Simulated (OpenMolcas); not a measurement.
# Au: terms and fine structure

* Program: OpenMolcas
* Method: SS-CASPT2, IPEA 0.25 Eh, imaginary shift 0.1 Eh (closed shells correlated: 5s 5p)
* Basis: ANO-RCC-VQZP [9s8p6d4f2g1h]
* Scalar Hamiltonian: DKH2, point nucleus
* Active space: 11 electrons in 11 orbitals (5d 6s 6d)
* State averaging: 2S+1 = 2 even, 6 roots
* Spin-orbit coupling: state interaction with AMFI integrals over the reference wave functions, term energies averaged over their components

With spin-orbit coupling, above the lowest level:

| Configuration | Term | J | E (cm⁻¹) | Measured (cm⁻¹) | g | Term weight % |
| --- | --- | --- | --- | --- | --- | --- |
| 5d¹⁰ 6s | ²S | 1/2 | 0.0 | 0.0 | 2.002 | 100 |
| 5d⁹ 6s² | ²D | 5/2 | 9570 | 9161 | 1.200 | 100 |
| 5d⁹ 6s² | ²D | 3/2 | 22240 | 21435 | 0.800 | 100 |

Against the 2 measured excited levels shown (NIST Handbook of Basic Atomic Spectroscopic Data) the mean absolute deviation is 600 cm-1; the largest miss in energy is 5d⁹ 6s² ²D_3/2: computed 22240, measured 21435 cm⁻¹ (+3.7 %).

Term energies are means over components that CASPT2 splits; among the terms shown or strongly mixed into the levels shown the widest spread is 240 cm-1 (5d⁹ 6s² ²D). Active for correlation alone: 6d; no level in the range computed is led by a configuration that fills it, so any true level of that kind is missing. Measured partners are found by configuration, term and J. A level has none where our copy of the source lacks it or the pairing is in doubt (some pairs that miss far off the trend of their configuration count as doubtful), and it then counts in no deviation. Levels of configurations outside the active space are missing. The first state left out of the spin-orbit step lies near 220000 cm-1 above the lowest spin-free state of the reference (among the parities and spins computed), and the list stops at four fifths of that energy or lower.

The term weight is that of the spin-free term in the level, not the purity of its configuration.
